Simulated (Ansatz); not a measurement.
Reaction (formal exchange of groups at the Si–C bond): `B[SiH](C)CF` + `[SiH3]BOCS` → `B[SiH](C)B[SiH3]` + `FCOCS`

Gas-phase electronic energies from Ansatz, PBE0-D4/def2-TZVP geometries. CCSD(T)/CBS is the MP2 limit (def2-TZVPP, def2-QZVPP) plus CCSD(T) − MP2 in def2-TZVPP, frozen cores. DFT in def2-TZVPP. Each species was taken in one conformer, which may not be the lowest.

`B[SiH](C)CF`:

Cartesian coordinates in Å:
```
B -0.600 -1.137 1.600
Si -0.442 0.163 0.075
C -0.319 -0.615 -1.625
C 1.016 1.353 0.342
F 2.212 0.629 0.352
H -1.052 -2.237 1.459
H -0.292 -0.815 2.711
H -1.678 1.010 0.165
H -1.144 -1.310 -1.795
H 0.616 -1.171 -1.720
H -0.342 0.144 -2.410
H 0.935 1.882 1.298
H 1.090 2.103 -0.453
```

`[SiH3]BOCS`:

Z-matrix (Å, degrees):
```
Si
B 1 2.023
H 1 1.492 2 109.8
H 1 1.491 2 109.6 3 117.3
H 1 1.488 2 113.3 3 -121.4
O 2 1.347 1 119.2 3 121.5
H 2 1.207 1 122.3 3 -57.9
C 6 1.413 2 121.6 1 178.5
S 8 1.798 6 113.2 2 -97.5
H 8 1.093 6 110.7 2 20.7
H 8 1.089 6 107.6 2 140.6
H 9 1.343 8 96.4 6 -70.0
```

`B[SiH](C)B[SiH3]`:

Cartesian coordinates in Å:
```
B 1.202 -1.873 -0.693
Si 0.617 -0.650 0.787
C -1.138 -0.936 1.397
B 0.903 1.091 -0.166
Si -0.575 2.101 -1.067
H 2.363 -2.053 -0.911
H 0.409 -2.391 -1.426
H 1.590 -0.740 1.919
H -1.843 -0.888 0.564
H -1.430 -0.180 2.130
H -1.237 -1.917 1.867
H 2.030 1.467 -0.314
H -1.903 1.940 -0.411
H -0.316 3.555 -1.252
H -0.672 1.475 -2.424
```

`FCOCS`:

Z-matrix (Å, degrees):
```
C
O 1 1.367
F 1 1.382 2 111.3
H 1 1.099 2 112.0 3 -119.0
H 1 1.091 2 107.4 3 117.9
C 2 1.414 1 113.7 3 70.5
S 6 1.788 2 111.0 1 169.1
H 6 1.097 2 110.2 1 52.1
H 6 1.091 2 110.6 1 -68.2
H 7 1.342 6 96.4 2 74.9
```

```
             level  ΔE (kJ/mol)  difference from CCSD(T)/CBS
            PBE-D4        156.3                        -14.6
         r2SCAN-D4        161.1                         -9.8
           ωB97X-V        168.4                         -2.5
    MP2/def2-TZVPP        177.3                          6.4
SCS-MP2/def2-TZVPP        178.1                          7.2
   CCSD/def2-TZVPP        170.7                         -0.2
    MP2/def2-QZVPP        178.6                          7.7
      HF/CBS(def2)        177.4                          6.5
     MP2/CBS(def2)        179.1                          8.2
    CCSD/CBS(def2)        172.5                          1.6
       CCSD(T)/CBS        170.9                            0
```

Largest T1 diagnostic among the species: 0.015.

The D4 term adds −3.1 kJ/mol with B3LYP and −1.9 kJ/mol with PBE0; it sums over pairs of atoms, weighted by their polarisabilities, and B3LYP, whose exchange is more repulsive, gets the larger term. From PBE to PBE0 (25 % exact exchange), in def2-TZVPP and without D4, ΔE moves by +3.4 kJ/mol.

B3LYP here is the variant with VWN-RPA as its local correlation; programs differ in this.
